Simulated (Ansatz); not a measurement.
Reaction: CHNO (isocyanic acid, SMILES N=C=O) → CHNO+ (parent SMILES N=C=O, doublet) + e-
Each species at its own B3LYP-D3(BJ)/def2-TZVP minimum (Ansatz, a quantum-chemistry and plane-wave program).

Total energies in hartree (Ansatz). Open shells are spin-unrestricted; no spin-orbit coupling. Correlated methods leave the cores frozen. No relativity. The UHF reference of CHNO+ (parent SMILES N=C=O, doublet) is spin-contaminated (<S^2> up to 0.13 over the pure value in the sets run). The spin of CHNO+ (parent SMILES N=C=O, doublet) was assumed, and the state is the lowest solution found for it.

| species | HF/cc-pVTZ | CCSD(T)/cc-pVTZ | HF/cc-pVQZ | CCSD(T)/cc-pVQZ | CCSDT(Q)/cc-pVTZ |
|---|---|---|---|---|---|
| 1: CHNO (isocyanic acid, SMILES N=C=O) | -167.82934 | -168.43244 | -167.84220 | -168.48394 | -168.43434 |
| 2: CHNO+ (parent SMILES N=C=O, doublet) | -167.45518 | -168.01209 | -167.46714 | -168.05829 | -168.01524 |

Problem. Work out the adiabatic ionisation energy (electronic) in eV: take Hartree-Fock from cc-pVQZ, extrapolate the CCSD(T) correlation energy as X^-3 (X = 3, 4), and add CCSDT(Q) - CCSD(T) in cc-pVTZ. 1 hartree = 27.211 eV.

Solution. 
Species 1: correlation (64·(-0.64174) - 27·(-0.60310))/37 = -0.66994; step -0.00190; E1 = -167.84220 + (-0.66994) + (-0.00190) = -168.51404
Species 2: correlation (64·(-0.59115) - 27·(-0.55691))/37 = -0.61614; step -0.00315; E2 = -167.46714 + (-0.61614) + (-0.00315) = -168.08643
-1·E1 +1·E2 = 0.42761 hartree = 11.64 eV.
